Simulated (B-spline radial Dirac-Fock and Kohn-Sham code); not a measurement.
## Conversion-electron coefficients: Pb, 1000 keV

Z = 82 (lead), transition energy 1000 keV. Level of theory: a Dirac-Hartree-Slater potential of the neutral atom with a Latter tail (no hole, which puts coefficients of high multipoles low close above an edge), finite nucleus with surface currents; a radial finite-basis atomic code. Subshells that would emit electrons below 1 keV are left out.

| subshell | electron energy (keV) | E1 | E2 | E5 | M3 | M5 |
| --- | --- | --- | --- | --- | --- | --- |
| K | 912.00 | 0.00210 | 0.00533 | 0.0425 | 0.0650 | 0.201 |
| L1 | 984.14 | 0.000282 | 0.000774 | 0.00909 | 0.0118 | 0.0448 |
| L2 | 984.80 | 2.30e-05 | 0.000213 | 0.0107 | 0.00194 | 0.0118 |
| L3 | 986.97 | 1.52e-05 | 5.80e-05 | 0.00144 | 0.000522 | 0.00871 |
| M1 | 996.15 | 6.42e-05 | 0.000178 | 0.00224 | 0.00280 | 0.0111 |
| M2 | 996.45 | 5.89e-06 | 5.55e-05 | 0.00289 | 0.000513 | 0.00318 |
| M3 | 996.93 | 4.05e-06 | 1.57e-05 | 0.000401 | 0.000146 | 0.00251 |
| M4 | 997.41 | 2.67e-08 | 1.27e-07 | 2.15e-05 | 2.00e-06 | 5.03e-05 |
| M5 | 997.52 | 4.64e-08 | 9.84e-08 | 4.38e-06 | 2.41e-07 | 1.44e-05 |
| N1 | 999.11 | 1.66e-05 | 4.63e-05 | 0.000591 | 0.000733 | 0.00292 |
| N2 | 999.24 | 1.51e-06 | 1.43e-05 | 0.000748 | 0.000132 | 0.000826 |
| N3 | 999.36 | 1.03e-06 | 3.99e-06 | 0.000103 | 3.76e-05 | 0.000650 |
| N4 | 999.57 | 7.45e-09 | 3.56e-08 | 6.07e-06 | 5.61e-07 | 1.42e-05 |
| N5 | 999.59 | 1.28e-08 | 2.72e-08 | 1.23e-06 | 6.69e-08 | 4.07e-06 |
| N6 | 999.86 | 7.87e-12 | 2.05e-11 | 1.40e-09 | 8.19e-11 | 7.36e-09 |
| N7 | 999.86 | 2.09e-11 | 3.98e-11 | 7.28e-10 | 5.86e-11 | 9.04e-10 |
| total |  | 0.00252 | 0.00670 | 0.0711 | 0.0838 | 0.288 |

**Question.** For a pure M3 transition, what fraction of decays emits a photon?

**Answer.** 1/(1 + α) = 0.923 with the total α = 0.0838; the total includes the outer subshells that are not listed.

Values without a named source are computed, but for edge energies of neutral atoms, which are taken from tables.
